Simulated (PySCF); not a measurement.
# How methods differ on the excitation energy of Ru

Ru [Kr] 4d7 5s1 (5F) → Ru [Kr] 4d6 5s2 (5D), as a difference of total energies. All numbers are calculated (PySCF 2.14, scalar relativity through the core potential, in aug-cc-pwCVTZ-PP with ECP28MDF (8s8p7d4f3g, 122 functions)). Correlated levels: valence: 4s2 4p6 frozen; valence and next inner shell: nothing frozen outside the core potential. The calculations carry no spin-orbit coupling.

**Question.** Order these methods by the excitation energy they give, lowest first.
A. MP2 (valence and next inner shell)
B. PBE
C. MP2 (valence)
D. BP86

**Answer.** A (5525.4 cm⁻¹), C (7568.8 cm⁻¹), B (9446.6 cm⁻¹), D (9614.0 cm⁻¹).

Errors of the correlated levels include the incompleteness of this basis and the frozen core.

For comparison: 6996.8 cm⁻¹ (measured; NIST levels, between the centres of gravity of the two terms).
